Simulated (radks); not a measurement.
Values are calculated unless marked as measured or tabulated.
Question: These are the eigenvalues of the occupied orbitals of an atom or ion with whole-number occupations (hartree). Level of theory: non-relativistic Kohn-Sham, LDA (Slater exchange, Perdew-Wang correlation), spin-unpolarised, spherical densities, point nucleus (a radial shooting solver on a logarithmic mesh with Libxc functionals).

orbital  eigenvalue
1s        -2982.875
2s        -709.2319
2p        -700.4188

Which element is it, and in what charge state? The configuration may be excited.

Answer: Z = 79, gold, charge +73: Au73+ in [He] 2s2 2p2. The list shows which subshells hold electrons but not how many an open one holds; the 1s level, -2982.9 hartree, gives Z - s = 77.2 by -(Z - s)^2/2, which with screening narrows Z to a few neighbours, and the depths of the outer levels then fix element, charge and occupations together.
